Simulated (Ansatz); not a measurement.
H6N3NbO, SMILES `[NH]=[Nb]([NH2])([NH2])[OH]`, relaxed with RKS PBE0-D4/def2-TZVP in Ansatz from a PBE-D4/def2-SVP geometry. The force threshold is 0.005 eV/Å; the program also tests the step.

The species carries charge 0 and has multiplicity 1. Nb takes the def2 core potential.

Start:

```xyz
11

N     0.719   -0.401   -1.659
Nb    0.155    0.174   -0.087
N     0.743   -1.206    1.230
N    -1.833    0.275   -0.235
O     0.824    1.894    0.468
H     1.109   -0.622   -2.579
H     1.195   -2.103    1.031
H     0.545   -1.146    2.236
H    -2.417   -0.048   -1.011
H    -2.439    0.611    0.524
H     1.399    2.573    0.081
```

By how much does the energy fall, and how many steps does the optimiser take? (Estimate.)

Computed: 1.19 kcal/mol, in 7 steps, 1 of them rejected.

Which bonds change most? (An estimate is asked.)

Ansatz gave: N1–Nb2 from 1.767 to 1.749 Å; N3–H8 from 1.027 to 1.011 Å; N3–H7 from 1.024 to 1.008 Å; N4–H10 from 1.027 to 1.011 Å.

Give the relaxed structure. (Best estimate.)

The calculation gave: 
```xyz
11

N     0.707   -0.386   -1.630
Nb    0.142    0.174   -0.073
N     0.734   -1.198    1.232
N    -1.834    0.273   -0.229
O     0.821    1.885    0.455
H     1.093   -0.609   -2.534
H     1.195   -2.065    1.008
H     0.557   -1.148    2.226
H    -2.378   -0.019   -1.026
H    -2.447    0.571    0.517
H     1.411    2.521    0.056
```
